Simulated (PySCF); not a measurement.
**Potential energy of NdO along the bond**

Set-up: Nd x2c-SVPall, O x2c-SVPall; spin-free X2C with a Gaussian nucleus (PySCF 2.14). Energies in eV from Nd (4f4 6s2) + O in their ground configurations at the same level. State: quintet, about 3.3 electrons in the 4f shell (Mulliken), real f orbitals that mix terms.

All columns are PBE0. A positive dipole means Nd(−)O(+).

```
R (Å)  E (eV)  μ (D)  Mulliken charge on Nd (basis-dependent)  HOMO (eV)  LUMO (eV)  Mayer bond order  ⟨S²⟩
1.533  -4.845  -0.84                                     0.08      -3.51      -1.43              2.44  6.01
1.605  -5.813  -1.53                                     0.16      -3.64      -1.54              2.42  6.01
1.676  -6.367  -2.22                                     0.23      -3.78      -1.66              2.40  6.01
1.730  -6.570  -2.72                                     0.27      -3.88      -1.74              2.39  6.01
1.783  -6.629  -3.19                                     0.31      -3.98      -1.83              2.38  6.01
1.837  -6.572  -3.63                                     0.35      -4.07      -1.92              2.37  6.01
1.908  -6.355  -4.17                                     0.38      -4.19      -2.19              2.35  6.02
1.997  -5.922  -4.81                                     0.42      -4.33      -2.52              2.33  6.03
2.104  -5.261  -5.43                                     0.45      -4.47      -2.84              2.30  6.06
2.247  -4.312  -5.68                                     0.47      -4.44      -3.00              2.05  6.37
```

A fit through these points gives, at Re = 1.781 Å, μ = -3.17 D and dμ/dR = -8.55 D/Å; the reduced mass is 14.37 u.

**Question.** How strong is the fundamental in the double-harmonic approximation, I = 42.26·(dμ/dR)²/μred km/mol?

**Answer.** I = 42.26·(-8.55)²/14.37 = 215 km/mol at PBE0.

⟨S²⟩ of the unrestricted solution departs from its pure value on part of the curve, where spin states mix. These are scalar-relativistic numbers at best; spin–orbit coupling would shift them, the dissociation energy most. With d or f electrons several states lie close, and the lowest PBE0 determinant need not be the measured ground state.
